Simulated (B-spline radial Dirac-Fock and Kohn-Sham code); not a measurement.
## Photoionisation of sulfur ions at Mo Kα (17479.3 eV)

These are calculated numbers from an atomic code on a B-spline grid; the model is independent-particle photoionisation in a Dirac-Hartree-Slater potential with a Latter tail, all multipoles, thresholds from Dirac-Fock ΔSCF. Cross sections in kb; a dash marks an empty subshell or a threshold above the photon energy.

```csv
ion,configuration,total,1s,2s,2p1/2,2p3/2,3s
S⁴⁺,[Ne] 3s2,0.5082,0.466,0.0334,0.00130,0.00244,0.00469
S⁶⁺,[He] 2s2 2p6,0.5043,0.467,0.0338,0.00132,0.00247,–
S¹⁰⁺,[He] 2s2 2p2,0.5125,0.469,0.0413,0.000585,0.00110,–
S¹²⁺,[He] 2s2,0.5166,0.472,0.0450,–,–,–
S¹⁴⁺,1s2,0.4852,0.485,–,–,–,–
```
